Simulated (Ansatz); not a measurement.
Start from `C#CB(F)F` and change one atom or group to get `FB(F)I`.

Ansatz, PBE0-D4/def2-TZVP geometries, multiplicity 1. 

Elements past krypton have def2 core potentials.  Spin–orbit coupling is left out; it splits and shifts lone-pair levels of the heavy atoms by tenths of an eV.

```tsv
property	`C#CB(F)F`
ideal-gas entropy at 298 K and 1 bar (rigid rotor, harmonic PBE0-D4/def2-TZVP) / J/(mol·K)	293
size of the dipole moment (PBE/def2-TZVPP) / D	1.81
HOMO–LUMO gap (PBE/def2-TZVPP) / eV	5.17
HOMO energy (PBE/def2-TZVPP) / eV	-7.62
LUMO energy (PBE0/def2-TZVPP) / eV	-1.50
zero-point energy (PBE0-D4/def2-TZVP) / kJ/mol	75.8
```

Task: Give the same properties after the change, and the shifts. (Best estimate.)

Result: Computed: 
```json
{"property": "ideal-gas entropy at 298 K and 1 bar (rigid rotor, harmonic PBE0-D4/def2-TZVP) / J/(mol·K)", "`FB(F)I`": "296", "shift": "3"}
{"property": "size of the dipole moment (PBE/def2-TZVPP) / D", "`FB(F)I`": "0.39", "shift": "-1.42"}
{"property": "HOMO–LUMO gap (PBE/def2-TZVPP) / eV", "`FB(F)I`": "5.29", "shift": "0.12"}
{"property": "HOMO energy (PBE/def2-TZVPP) / eV", "`FB(F)I`": "-6.94", "shift": "0.68"}
{"property": "LUMO energy (PBE0/def2-TZVPP) / eV", "`FB(F)I`": "-0.67", "shift": "0.83"}
{"property": "zero-point energy (PBE0-D4/def2-TZVP) / kJ/mol", "`FB(F)I`": "26.0", "shift": "-49.8"}
```

With PBE0 the HOMO rises by 0.78 eV and the LUMO rises by 0.83 eV, so the gap widens by about 0.05 eV. PBE moves the HOMO by 0.68 eV and ωB97M-V by 0.90 eV. The zero-point energy changes by -49.8 kJ/mol with -6 modes. Dipoles are sizes alone; their direction can turn.
